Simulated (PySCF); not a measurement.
A TDDFT job, as run on `Cl[C@@H]1CBCC1`.

Level of theory: PySCF, TDDFT PBE0/def2-SVPD, vertical, gas phase, core orbitals frozen in the response.

Input of the driver that calls PySCF (job settings, then Cartesian coordinates in Å):

```
{"job": {"kind": "uv", "xc": "PBE0", "basis": "def2-SVPD", "nstates": 6, "ntriplets": 2}, "charge": 0, "multiplicity": 1}
Cl    -0.8836    -1.0033    -2.0043
C     -0.8849    -0.7409    -0.2265
C     -1.1290     0.7439     0.0611
B      0.3055     1.3993     0.0524
C      1.3374     0.2142     0.0509
C      0.5024    -1.0467     0.3281
H     -1.6609    -1.4045     0.1590
H     -1.8670     1.1702    -0.6179
H     -1.5562     0.8353     1.0648
H      0.5442     2.5398     0.0439
H      1.7626     0.1474    -0.9553
H      2.1879     0.2939     0.7269
H      0.4125    -1.2011     1.4059
H      0.9284    -1.9481    -0.1111
```

The self-consistent field part of the output:

```
coarse grid: 12016 points
cycle   1  E = -641.5356982197  dE =  5.657e-01  |g| = 3.913e-01  |ddm| = 5.348e+00
cycle   2  E = -641.5306339790  dE =  5.064e-03  |g| = 4.309e-01  |ddm| = 1.270e+00
cycle   3  E = -641.5783902533  dE = -4.776e-02  |g| = 3.332e-02  |ddm| = 6.204e-01
cycle   4  E = -641.5786456168  dE = -2.554e-04  |g| = 1.234e-02  |ddm| = 1.130e-01
cycle   5  E = -641.5786853275  dE = -3.971e-05  |g| = 3.092e-03  |ddm| = 3.327e-02
cycle   6  E = -641.5786877138  dE = -2.386e-06  |g| = 7.796e-04  |ddm| = 7.709e-03
final grid: 110768 points
cycle   7  E = -641.6517258994  dE = -3.262e-05  |g| = 7.825e-03  |ddm| = 9.998e-02
cycle   8  E = -641.6517143056  dE =  1.159e-05  |g| = 1.036e-02  |ddm| = 2.591e-02
cycle   9  E = -641.6517422490  dE = -2.794e-05  |g| = 8.723e-04  |ddm| = 1.608e-02
cycle  10  E = -641.6517424374  dE = -1.884e-07  |g| = 2.144e-04  |ddm| = 1.999e-03
cycle  11  E = -641.6517424484  dE = -1.095e-08  |g| = 4.972e-05  |ddm| = 4.701e-04
cycle  12  E = -641.6517424490  dE = -6.146e-10  |g| = 1.300e-05  |ddm| = 1.304e-04
converged SCF energy = -641.6517424490
```

Problem. What follows in the output?

Solution. 
```
Static polarisability (au): isotropic 71.219, principal 66.051 70.648 76.959

Singlet excitations
state   eV       nm        f      main configurations
  1   5.8255    212.8   0.00005   H-2->L 0.70, H->L 0.25
  2   5.9577    208.1   0.00064   H->L 0.46, H-2->L 0.27, H-1->L 0.14
  3   6.1204    202.6   0.00246   H-1->L 0.78, H->L 0.20
  4   6.5003    190.7   0.00068   H-3->L 0.85, H->L 0.09
  5   7.3409    168.9   0.00260   H->L+2 0.78, H-1->L+2 0.17
  6   7.3655    168.3   0.00021   H-1->L+2 0.79, H->L+2 0.15

Triplet excitations (Tamm-Dancoff, eV): 5.2240 5.5188
```

The SCF starts on a coarse grid; the energy jumps when the final grid takes over, and dE counts afresh there. The run used 191 basis functions and 12 SCF iterations for the ground state.

Hardware: one thread, Arm Neoverse V1 (aarch64) (shared host). Cost: 23 s, 0.77 GiB resident at most.

Problem. What frontier levels and dipole did the ground state of this run have?

Solution. HOMO -8.27 eV, LUMO -1.10 eV, dipole 2.18 D.

Isolated species at its GFN2-xTB geometry (one conformer only).
